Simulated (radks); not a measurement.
All-electron atom: La2+ in [Kr] 4d10 5s2 5p5.75 5d1 6p0.25 (fractional occupations, a model configuration).

All-electron calculation, Dirac Kohn-Sham, PBEsol, spin-unpolarised, spherical densities, finite nucleus; open shells fill j = l - 1/2 first; Fermi nuclear charge, rms radius 4.855 fm. Program: a radial shooting solver on a logarithmic mesh with Libxc functionals.

Energy parts (eV):
part                      energy
total                 -231106.59
kinetic                247283.39
electron-nucleus      -561564.88
Hartree                 88622.18
exchange-correlation    -5447.27

Orbitals (lengths in bohr, moments of r in powers of bohr; <r^-3> diverges for s and p1/2; r(90%) holds 90 % of the orbital's charge):
[
 {"orbital": "1s1/2", "occ.": "2", "eigenvalue (eV)": "-38711.99", "r(90%)": "0.0452", "<r^2>": "0.0008543", "<r^-3>": "-", "<r>": "0.02508"},
 {"orbital": "2s1/2", "occ.": "2", "eigenvalue (eV)": "-6172.561", "r(90%)": "0.166", "<r^2>": "0.01357", "<r^-3>": "-", "<r>": "0.1070"},
 {"orbital": "2p1/2", "occ.": "2", "eigenvalue (eV)": "-5823.219", "r(90%)": "0.148", "<r^2>": "0.009964", "<r^-3>": "-", "<r>": "0.08993"},
 {"orbital": "2p3/2", "occ.": "4", "eigenvalue (eV)": "-5410.388", "r(90%)": "0.156", "<r^2>": "0.01123", "<r^-3>": "6678", "<r>": "0.09602"},
 {"orbital": "3s1/2", "occ.": "2", "eigenvalue (eV)": "-1331.287", "r(90%)": "0.419", "<r^2>": "0.09294", "<r^-3>": "-", "<r>": "0.2850"},
 {"orbital": "3p1/2", "occ.": "2", "eigenvalue (eV)": "-1183.879", "r(90%)": "0.413", "<r^2>": "0.08776", "<r^-3>": "-", "<r>": "0.2748"},
 {"orbital": "3p3/2", "occ.": "4", "eigenvalue (eV)": "-1103.434", "r(90%)": "0.430", "<r^2>": "0.09540", "<r^-3>": "1335", "<r>": "0.2868"},
 {"orbital": "3d3/2", "occ.": "4", "eigenvalue (eV)": "-844.8774", "r(90%)": "0.404", "<r^2>": "0.07850", "<r^-3>": "217.9", "<r>": "0.2578"},
 {"orbital": "3d5/2", "occ.": "6", "eigenvalue (eV)": "-827.6595", "r(90%)": "0.409", "<r^2>": "0.08067", "<r^-3>": "198.9", "<r>": "0.2616"},
 {"orbital": "4s1/2", "occ.": "2", "eigenvalue (eV)": "-280.0137", "r(90%)": "0.940", "<r^2>": "0.4832", "<r^-3>": "-", "<r>": "0.6543"},
 {"orbital": "4p1/2", "occ.": "2", "eigenvalue (eV)": "-225.7684", "r(90%)": "0.982", "<r^2>": "0.5177", "<r^-3>": "-", "<r>": "0.6746"},
 {"orbital": "4p3/2", "occ.": "4", "eigenvalue (eV)": "-208.6031", "r(90%)": "1.02", "<r^2>": "0.5599", "<r^-3>": "285.8", "<r>": "0.7017"},
 {"orbital": "4d3/2", "occ.": "4", "eigenvalue (eV)": "-119.6157", "r(90%)": "1.15", "<r^2>": "0.6735", "<r^-3>": "38.47", "<r>": "0.7620"},
 {"orbital": "4d5/2", "occ.": "6", "eigenvalue (eV)": "-116.6353", "r(90%)": "1.16", "<r^2>": "0.6905", "<r^-3>": "34.80", "<r>": "0.7716"},
 {"orbital": "5s1/2", "occ.": "2", "eigenvalue (eV)": "-52.7484", "r(90%)": "2.22", "<r^2>": "2.690", "<r^-3>": "-", "<r>": "1.549"},
 {"orbital": "5p1/2", "occ.": "2", "eigenvalue (eV)": "-37.8539", "r(90%)": "2.51", "<r^2>": "3.368", "<r^-3>": "-", "<r>": "1.727"},
 {"orbital": "5p3/2", "occ.": "3.75", "eigenvalue (eV)": "-35.2584", "r(90%)": "2.61", "<r^2>": "3.663", "<r^-3>": "42.99", "<r>": "1.802"},
 {"orbital": "5d3/2", "occ.": "1", "eigenvalue (eV)": "-15.6483", "r(90%)": "3.79", "<r^2>": "7.292", "<r^-3>": "3.381", "<r>": "2.516"},
 {"orbital": "5d5/2", "occ.": "0", "eigenvalue (eV)": "-15.3902", "r(90%)": "3.84", "<r^2>": "7.489", "<r^-3>": "3.044", "<r>": "2.550"},
 {"orbital": "6p1/2", "occ.": "0.25", "eigenvalue (eV)": "-10.5631", "r(90%)": "6.24", "<r^2>": "21.31", "<r^-3>": "-", "<r>": "4.368"},
 {"orbital": "6p3/2", "occ.": "0", "eigenvalue (eV)": "-10.1632", "r(90%)": "6.45", "<r^2>": "22.81", "<r^-3>": "6.694", "<r>": "4.521"}
]

The highest occupied level is 6p1/2 at -10.563 eV. The configuration is held as typed, so some empty levels lie below it. The electron density at the nucleus is 3.512e+05 e/bohr^3.
